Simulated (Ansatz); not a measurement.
Consider the formal hydrolysis of the Si–F bond: `F[Si](Cl)(Cl)O[SiH3]` + H₂O → `O[Si](Cl)(Cl)O[SiH3]` + H–F.

Computed with Ansatz on PBE0-D4/def2-TZVP structures; ΔE is electronic, products minus reactants. CBS: MP2 limit from def2 TZ/QZ plus the TZ coupled-cluster correction, frozen cores. This one scheme is used for every species. DFT in def2-TZVPP. B3LYP here is the variant with VWN-RPA as its local correlation; programs differ in this. One conformer a species, not always the lowest.

`F[Si](Cl)(Cl)O[SiH3]`:

```xyz
9

F     2.293    0.580    1.435
Si    1.160    0.898    0.389
Cl    0.200    2.571    0.993
Cl    2.034    1.215   -1.406
O     0.163   -0.345    0.329
Si   -1.176   -1.070   -0.302
H    -2.368   -0.244    0.005
H    -1.013   -1.201   -1.770
H    -1.293   -2.404    0.327
```

H₂O:

```xyz
3

O    -0.169    0.270   -0.224
H    -0.294    0.131    0.717
H     0.463   -0.401   -0.493
```

`O[Si](Cl)(Cl)O[SiH3]`:

Cartesian coordinates in Å:
```
O -1.776 1.610 0.484
Si -1.167 0.144 0.181
Cl -1.574 -1.145 1.706
Cl -1.979 -0.649 -1.512
O 0.412 0.321 0.010
Si 1.879 -0.352 -0.305
H -2.721 1.691 0.623
H 2.880 0.739 -0.292
H 1.848 -1.005 -1.637
H 2.197 -1.354 0.741
```

H–F:

```xyz
2

F    -0.041   -0.332   -0.316
H     0.041    0.332    0.316
```

```csv
level,ΔE (kJ/mol)
PBE0,34.5
B3LYP,39.1
MP2/def2-TZVPP,31.9
MP2/def2-QZVPP,32.9
```

Q: What does CCSD(T)/CBS give? (Best estimate.)

A: Computed: +34.9 kJ/mol. The listed levels differ from it by -0.4, 4.2, -3.0, -2.0 kJ/mol.

Largest T1 diagnostic among the species: 0.010.

The D4 term adds −3.9 kJ/mol with B3LYP and −2.1 kJ/mol with PBE0; it sums over pairs of atoms, weighted by their polarisabilities, and B3LYP, whose exchange is more repulsive, gets the larger term. In def2-TZVPP, CCSD(T) changes the Hartree–Fock value by −6.2 kJ/mol (the triples alone add −1.2 kJ/mol) and MP2 by −8.5 kJ/mol.

CCSD(T)/CBS has its own doubt, a few kJ/mol and more with outer-core shells, so smaller differences from it don't rank the levels.
